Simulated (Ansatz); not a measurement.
Geometry optimisation, RKS PBE0-D4/def2-SVP in Ansatz 0.2.0.

input.yaml

```yaml
crystal:
  periodic: [false, false, false]
  atoms:
    - { symbol: Al, position_ang: [0.168493, -0.711684, -0.325057] }
    - { symbol: F, position_ang: [-0.571604, 0.729001, 2.053235] }
    - { symbol: Cl, position_ang: [2.039843, 0.116966, -0.699097] }
    - { symbol: Cl, position_ang: [-1.479475, -0.344829, -1.547331] }
    - { symbol: "N", position_ang: [-0.02183, -1.993628, 1.023129] }
    - { symbol: H, position_ang: [-0.914142, -2.486924, 0.99531] }
    - { symbol: Si, position_ang: [1.234104, -2.784056, 1.95226] }
    - { symbol: H, position_ang: [1.531724, -4.164849, 1.460672] }
    - { symbol: H, position_ang: [2.460952, -1.945931, 1.840775] }
    - { symbol: H, position_ang: [0.83693, -2.891935, 3.390864] }
    - { symbol: H, position_ang: [-0.551694, -0.178431, 2.246839] }
basis:
  gaussian: { orbitals: def2-SVP }
hamiltonian:
  xc: pbe0
  dispersion: d4
relax:
  f_tol: 0.03
  max_steps: 50
```

Launched with:

```bash
$ ansatz run input.yaml --threads 4 --pin off --max-ram 5120MiB --backend cpu --events-out ev --progress --plain --runs-dir out
```

Question: Where does it end, and by what steps?

Answer: The run converged. After 22 steps the energy has fallen by 2.220 eV; F2 moved furthest, 1.19 Å. Parted: F2–H11 (0.93 → 2.58 Å). Joined: Al1–F2 (2.88 → 1.67 Å), N5–H11 (2.25 → 1.03 Å).

| step | energy less start (eV) | largest force component (eV/Å) | accepted |
| --- | --- | --- | --- |
| 0 | 0.0000 | 1.383 | yes |
| 1 | -0.2110 | 0.885 | yes |
| 2 | -0.4411 | 0.653 | yes |
| 3 | -0.5749 | 0.859 | yes |
| 4 | -0.6420 | 0.344 | yes |
| 5 | -0.7775 | 1.216 | yes |
| 6 | -1.0867 | 1.603 | yes |
| 7 | -0.7535 | 10.798 | no |
| 8 | -1.4247 | 1.258 | yes |
| 9 | -1.7243 | 0.907 | yes |
| 10 | -1.9151 | 0.864 | yes |
| 11 | -1.9131 | 1.934 | no |
| 12 | -2.0167 | 0.348 | yes |
| 13 | -2.0756 | 0.312 | yes |
| 14 | -2.1270 | 0.382 | yes |
| 15 | -2.1513 | 0.353 | yes |
| 16 | -2.1694 | 0.362 | yes |
| 17 | -2.1897 | 0.394 | yes |
| 18 | -2.1835 | 0.706 | no |
| 19 | -2.2143 | 0.059 | yes |
| 20 | -2.2185 | 0.054 | yes |
| 21 | -2.2198 | 0.040 | yes |
| 22 | -2.2201 | 0.016 | yes |

```xyz
11
Properties=species:S:1:pos:R:3
Al 0.033 -0.255 0.065
F -0.269 1.121 0.971
Cl 2.043 -0.513 -0.566
Cl -1.483 -0.830 -1.297
N -0.179 -1.618 1.513
H -0.972 -2.200 1.226
Si 1.272 -2.634 1.949
H 1.626 -3.421 0.745
H 2.326 -1.705 2.415
H 0.840 -3.534 3.058
H -0.504 -1.067 2.313
```

Time of the run: 64 s on 4 threads of Arm Neoverse V1, with other jobs on the host, peak memory 0.34 GiB.
